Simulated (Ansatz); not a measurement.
Consider the substitution at a C–C bond: `C=C(C)SC` + `OC(F)[TeH]` → `COC(F)[TeH]` + `C=CSC`.

Isolated molecules relaxed with PBE0-D4/def2-TZVP in Ansatz; ΔE leaves out vibrations. CBS: MP2 limit from def2 TZ/QZ plus the TZ coupled-cluster correction, frozen cores. Functionals use def2-TZVPP. HSE06 is defined as in plane-wave codes. def2 core potentials past Kr. For Te outer-core shells are correlated without core-valence functions, which leaves a few kJ/mol of doubt a bond. Each species was taken in one conformer, which may not be the lowest.

| level | ΔE (kcal/mol) | difference from CCSD(T)/CBS |
| --- | --- | --- |
| PBE-D4 | 15.1 | 0.3 |
| PBE0-D4 | 15.3 | 0.5 |
| r2SCANh-D4 | 15.0 | 0.2 |
| HSE06-D4 | 15.3 | 0.5 |
| BHLYP-D4 | 13.5 | -1.3 |
| ωB97X-V | 13.5 | -1.3 |
| BLYP | 12.0 | -2.8 |
| PBE0 | 14.7 | -0.1 |
| BHLYP | 12.6 | -2.2 |
| CAM-B3LYP | 12.6 | -2.2 |
| MP2/def2-SVP | 16.0 | 1.2 |
| CCSD(T)/def2-SVP | 14.1 | -0.7 |
| HF/def2-TZVPP | 11.1 | -3.7 |
| MP2/def2-TZVPP | 16.0 | 1.2 |
| HF/def2-QZVPP | 10.9 | -3.9 |
| CCSD/CBS(def2) | 14.4 | -0.4 |
| CCSD(T)/CBS | 14.8 | 0 |

Largest T1 diagnostic among the species: 0.012.

The D4 term adds +1.2 kcal/mol with B3LYP and +0.6 kcal/mol with PBE0; it sums over pairs of atoms, weighted by their polarisabilities, and B3LYP, whose exchange is more repulsive, gets the larger term. In def2-TZVPP, CCSD(T) changes the Hartree–Fock value by +3.2 kcal/mol (the triples alone add +0.5 kcal/mol) and MP2 by +4.9 kcal/mol.

CCSD(T)/CBS has its own doubt, a few kJ/mol and more with outer-core shells, so smaller differences from it don't rank the levels.

B3LYP here is the variant with VWN-RPA as its local correlation; programs differ in this.
